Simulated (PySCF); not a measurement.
**[PdF3]-: from structure and modes to constants**

All numbers come from PBE0/[Pd def2-SVPD with ECP28, F def2-SVPD], scalar-relativistic core potentials, density fitting, no spin–orbit coupling, PySCF.

The singlet minimum has C2v symmetry. Masses (u): Pd 105.90348, F 18.99840.

```xyz
4
charge -1 multiplicity 1, angstrom
Pd   -0.1816    0.0000    0.0000
F     1.7480   -0.0001    0.0003
F    -0.3719    1.9350   -0.0001
F    -0.3721   -1.9350   -0.0001
```

Harmonic wavenumbers (cm⁻¹): 164.5 (b2, ×1), 193.3 (b1, ×1), 202.8 (a1, ×1), 486.5 (a1, ×1), 531.1 (a1, ×1), 541.8 (b2, ×1).

Q: Find the principal moments of inertia and the rotational constants. What kind of rotor is it?

A: About the centre of mass I = 66.796, 142.27, 209.07 u Å². With B = 16.8576/I this gives 0.2524, 0.1185, 0.08063 cm⁻¹. The molecule is an asymmetric top with κ = -0.56.

Q: What is the harmonic zero-point energy?

A: Half the sum of all 6 wavenumbers, 2120/2 = 1060 cm⁻¹, which is 12.7 kJ/mol (1 cm⁻¹ = 0.0119627 kJ/mol).

Stability towards spin polarisation was not tested. Only a few start shapes were tried, so a lower isomer may exist. The lowest empty level of this anion is unbound, so it and the gap depend on the basis.
